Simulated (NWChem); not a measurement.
**Basis-set dependence for H3BN**

SMILES: B[NH]
```xyz
5

B      0.6865    -0.1024     0.0000
N     -0.6301     0.0975     0.0000
H      1.4617     0.8401     0.0000
H      1.1440    -1.2344     0.0000
H     -1.6270     0.2236     0.0000
```
Charge 0, spin multiplicity 2.

The numbers come from NWChem runs, not from measurements. The geometry was optimised at UB3LYP/def2-SVP, a minimum by its harmonic frequencies. It is one conformer; others weren't searched.

Hartree-Fock energies in Ha, correlation energies in mHa.

The correlated methods keep 2 core orbitals frozen. The Pople sets run with spherical d functions. The structure started from a generated list of species. The unpaired electrons of the parent sit in orbitals of symmetry a' (Cs labels of the run); other states weren't searched. The stability of the SCF solutions was not checked. Open-shell Hartree-Fock references start from PBE0 orbitals. Coupled-cluster values serve here as a point of comparison, not as the truth.

| basis | functions | UHF | UMP2 | SCS-UMP2 | CCSD on ROHF | CCSD[T] on ROHF | CCSD(T) on ROHF | CCSD on UHF | CCSD[T] on UHF | CCSD(T) on UHF | URI-MP2 |
|---|---|---|---|---|---|---|---|---|---|---|---|
| 6-31G* | 34 | -80.83710 | -208.3 | -208.7 | -246.0 | -253.7 | -252.8 | -240.1 | -247.4 | -246.5 | not run |
| cc-pVDZ | 43 | -80.84648 | -226.0 | -228.2 | -266.2 | -274.7 | -273.8 | -260.2 | -268.1 | -267.3 | -226.0 |
| cc-pVTZ | 102 | -80.87174 | -282.4 | -287.1 | -319.0 | -332.1 | -331.1 | not run | not run | not run | -282.3 |

From cc-pVDZ to cc-pVTZ the Hartree-Fock energy moves by -25.3 mHa and the UMP2 correlation energy by -56.3 mHa, which is 20 % of its value in the larger set.
